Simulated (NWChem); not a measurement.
System: SiCl3 cation

```xyz
4

Cl     1.3883     1.3883     0.0000
Si     0.0000     0.0000     0.0000
Cl     0.5082    -1.8965     0.0000
Cl    -1.8965     0.5082     0.0000
```
Atoms are numbered in this order, from 1.

Computed with NWChem. Pople sets run with spherical d functions. The geometry was optimised at PBE0/def2-SVP. B3LYP is NWChem's, with the RPA form of VWN correlation. Field at 589 nm.

Estimate the computed values for B3LYP/6-31G*. Quantities: isotropic polarisability (bohr³); anisotropy (bohr³).


```yaml
isotropic polarisability (bohr³): 48.2
anisotropy (bohr³): 31.1
```
